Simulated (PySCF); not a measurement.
## Which determinant of InCl lies lowest?

Unrestricted PBE0; In def2-SVP with ECP28, Cl def2-SVP; scalar-relativistic core potentials (PySCF 2.14). Outer shells of the fragments: In 4d10 5s2 5p1; Cl 3s2 3p5.

Followed along the bond (rough minima from three points):

```
2Ms+1  unpaired  ⟨S²⟩ at the start  R at minimum (Å)  Te (eV)
    1      none               0.00              2.43     0.00
    3  σ ↑, π ↑               2.00              2.41     3.42
```

Solutions found at the starting distance of 2.360 Å, counted from the lowest of them; the search is not exhaustive and high or unbound solutions are not listed, so other states can lie among these:

```tsv
2Ms+1	unpaired	term	E (eV)	⟨S²⟩	⟨Lz²⟩	μ (D)
1	none	¹Σ⁺	0.00	0.00	0.00	-2.73
3	σ ↑, π ↑	³Π	3.40	2.00	1.00	-2.25
1	σ ↑, π ↓	mixed	3.90	1.01	1.00	-1.77
3	σ ↑↑	³Σ⁺	5.52	2.00	0.00	-1.04
3	π ↑↑	mixed	5.65	2.01	2.01	3.23
3	π ↑↑	mixed	5.79	2.01	2.01	3.25
3	σ ↑, π ↑	³Π	7.41	2.00	1.01	3.83
```

A term symbol is given only where ⟨S²⟩ and ⟨Lz²⟩ are close to those of a pure state; real π, δ and φ orbitals otherwise mix terms. A positive dipole means In(−)Cl(+).

Spin–orbit coupling is left out. Counting both spins, an empty level lies below a filled one in some of these solutions, because spin and occupation are held.
